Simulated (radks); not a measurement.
The numbers below are computed, except where a source is named.
Polarisability of the cadmium ion Cd4+, [Kr] 4d8, at imaginary frequency. Code: a radial shooting solver on a logarithmic mesh with Libxc functionals. Model: non-relativistic Kohn-Sham, LB94 model potential, spin-unpolarised, spherical densities, point nucleus; relativity is left out, which matters for an element this heavy. Response by self-consistent Sternheimer equations with the Hartree and adiabatic LDA kernel.

w (hartree),alpha1(iw) (bohr^3)
0.00266,2.677
0.0143,2.676
0.0360,2.675
0.0697,2.672
0.118,2.663
0.186,2.644
0.280,2.605
0.413,2.528
0.605,2.386
0.892,2.140
1.35,1.756
2.12,1.239
3.59,0.6830
6.94,0.2626
17.5,0.06229

Static values: alpha1 = 2.677 bohr^3 (0.3966 angstrom^3; uncoupled 3.969). C6 = 10.58, triple-dipole C9 = 20.30 atomic units. One-pole (London) frequency 4 C6 / (3 alpha1^2) = 1.969 hartree, against 2.663 for minus the highest occupied eigenvalue.
